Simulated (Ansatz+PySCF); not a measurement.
Results of a calculation; reference values are marked as such.
Input for Ansatz (development build ahead of 0.2.0):

```yaml
crystal:
  periodic: [false, false, false]
  atoms:
    - { symbol: Be, position_ang: [0.0, 0.0, -0.25812] }
    - { symbol: H, position_ang: [0.0, 0.0, 1.03249] }
basis:
  gaussian: { orbitals: "6-31G" }
magnetization:
  spin_polarized: true
  initial_magnetization: 1
hamiltonian:
  xc: pbe0
output:
  forces: true
```

The input is written out in the form of the current development build from the run's settings.

The run gave:

```yaml
Converged: yes
Total_energy: -15.21661 hartree
Spin_squared_of_the_determinant: 0.751
Stability_test: minimum
```

Forces (eV/Å):
```tsv
atom	Fx	Fy	Fz
Be1	0.000	0.000	-1.163
H2	0.000	0.000	1.163
```
